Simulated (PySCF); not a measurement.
Quadrupolar nuclei of `COc1ccncc1` in NMR

Compound: C6H7NO.
Structure used (PBE0-D3(BJ)/def2-SVP), in Å, numbered top down from 1:
```xyz
15
C6H7NO angstrom
C      2.2546   -0.1412    0.1163
O      1.2118    0.7931    0.0288
C     -0.0501    0.3475   -0.0402
C     -1.0647    1.3113   -0.1118
C     -2.3823    0.8826   -0.1830
N     -2.7548   -0.3991   -0.1887
C     -1.7855   -1.3027   -0.1220
C     -0.4245   -1.0003   -0.0459
H      2.2893   -0.7989   -0.7694
H      3.1869    0.4343    0.1688
H      2.1676   -0.7657    1.0222
H     -0.8021    2.3704   -0.1095
H     -3.1879    1.6240   -0.2391
H     -2.0960   -2.3546   -0.1280
H      0.3068   -1.8070    0.0064
```

Computed at PBE0/pcSseg-1 (PySCF, non-relativistic):

```csv
atom,environment,nucleus,spin I,Q (b),CQ = χzz (MHz),η
O2,aryl ether oxygen,17O,5/2,-0.0256,-11.420,0.600
N6,pyridine-type nitrogen,14N,1,0.02044,-5.131,0.252
```

Work back to Vxx, Vyy and Vzz; CQ/MHz = 234.96 (Q/b)(Vzz/au).

The tensor is traceless, so η fixes the two smaller values:

```csv
atom,Vxx (au),Vyy (au),Vzz (au),Vzz (10²¹ V/m²)
O2,-0.379,-1.519,1.899,18.45
N6,0.400,0.669,-1.068,-10.38
```

Give the quadrupolar product PQ = |CQ|√(1 + η²/3), the quadrupolar frequency νQ = 3|CQ|/[2I(2I − 1)] and the Larmor frequency ν0 = |g| × 7.62259 MHz/T × B at 18.8 T, with g(17O) = −0.75752, g(14N) = 0.40376.

```csv
atom,PQ (MHz),νQ (MHz),ν0 (MHz),νQ/ν0
O2,12.09,1.713,108.56,0.016
N6,5.185,7.696,57.86,0.133
```

For O2: PQ = 11.42 × 1.0584, νQ = 11.42 × 0.1500, ν0 = 5.7742 MHz/T × 18.8 T.

For half-integer spins with νQ below a tenth of ν0, find the second-order shift of the centre of gravity of the central transition at 18.8 and 23.5 T.

δ = −(3/40)(PQ/ν0)² [I(I + 1) − 3/4]/[I²(2I − 1)²], in ppm:

| site | 18.8 T | 23.5 T |
| --- | --- | --- |
| 17O at O2 | -74.4 | -47.6 |

Take a correlation time of 4 ps, isotropic tumbling and extreme narrowing. What quadrupolar relaxation rates and linewidths follow?

Rate = (3π²/10) PQ² τc (2I + 3)/[I²(2I − 1)], the same for T1 and T2; width = rate/π.

```tsv
site	spin factor (2I + 3)/[I²(2I − 1)]	1/T1 (s⁻¹)	T1 (ms)	linewidth (Hz)
17O at O2	0.320	554	1.81	176
14N at N6	5.000	1590	0.628	507
```

The couplings are those of the rigid, isolated species; surroundings and motion change them. The small basis limits the accuracy of the gradients.

One conformer stands for the species.
